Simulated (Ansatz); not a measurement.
Species: iminoborane, sum formula BNH2, net charge 0, singlet state. 
Coordinates optimised at B3LYP-D3(BJ)/def2-TZVP (Ansatz, a program for electronic structure):
```xyz
4

B      0.0000     0.0000    -0.6920
N      0.0000     0.0000     0.5409
H      0.0000     0.0000    -1.8589
H      0.0000     0.0000     1.5327
```
Charge 0, spin multiplicity 1.

Basis-set convergence of Hartree-Fock and CCSD correlation energies (hartree) with Ansatz. Valence correlation only, unless marked. No spin-orbit coupling. Non-relativistic.

| basis | functions | E(HF) | E(corr, CCSD) |
|---|---|---|---|
| def2-SVPD | 56 | -80.24138 | -0.27534 |
| def2-TZVPPD | 108 | -80.32986 | -0.31553 |
| def2-QZVPPD | 192 | -80.33358 | -0.33167 |

Extrapolating the two largest sets (X = 3 and 4) as X^-3: E(corr) = (64·(-0.33167) - 27·(-0.31553))/37 = -0.3434 Eh, an estimate of the basis-set limit. The largest set recovers 96.6 % of it, the smallest 80.2 %.
